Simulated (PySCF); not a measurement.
W(O)2(Me)2 (C2H6O2W), SMILES [CH3][W]([CH3])(=[O])=[O], multiplicity 1. Geometry optimised at B3LYP-D3(BJ)/def2-SVP. The multiplicity is an assumed one; no other spin state was optimised. The structure was generated by enumeration; whether it is a known compound was not checked. The def2 effective core potentials stand for the cores of W; spin–orbit coupling is left out.

Computed with B3LYP-D3(BJ)/def2-SVP (PySCF).

Harmonic wavenumbers (cm⁻¹): 119, 123, 153, 181, 215, 220, 325, 513, 556, 608, 641, 669, 673, 995, 1029, 1208, 1216, 1390, 1400, 1404, 1410, 3004, 3007, 3099, 3101, 3118, 3118. Rotational constants (GHz): 3.492, 3.003, 2.814; symmetry number 2.

### Question
Work out the zero-point energy and the ideal-gas rigid-rotor harmonic-oscillator thermochemistry at 298.15 K and 1 atm.

### Answer
ZPE = ½ Σ hcν = ½ × 33492 cm⁻¹ = 200.33 kJ/mol. H − E(el) = 223.78 kJ/mol. Entropy in J/(mol K): translation 177.40, rotation 106.33, vibration 80.98, total 364.71. G − E(el) = 115.04 kJ/mol. Cp = 119.08 J/(mol K). Modes under 150 cm⁻¹ make the vibrational entropy uncertain.
